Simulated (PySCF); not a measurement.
Si(H)(Cl)2(NH2) (Cl2H3NSi), SMILES N[SiH](Cl)Cl. Geometry: PBE-D3(BJ)/def2-SVP. One conformer was computed; it need not be the lowest.

Question: Give the equilibrium geometry at PBE-D3(BJ)/def2-SVP (PySCF confirms it by a frequency run) as bond lengths and angles. (An estimate is asked for; the answer gives what the named calculation found.)

Answer: One answer among several that fit: 
Atoms: Si1 N2 Cl3 Cl4 H5 H6 H7. Bonded distances (Å): Si1–N2 1.720, Si1–Cl3 2.088, Si1–Cl4 2.071, Si1–H5 1.491, N2–H6 1.024, N2–H7 1.024. Angles (°): N2–Si1–Cl3 115.3, N2–Si1–Cl4 107.2, N2–Si1–H5 109.3, Cl3–Si1–Cl4 106.7, Cl3–Si1–H5 107.0, Cl4–Si1–H5 111.3, Si1–N2–H6 118.5, Si1–N2–H7 119.1, H6–N2–H7 111.0.
Charge 0, spin multiplicity 1.
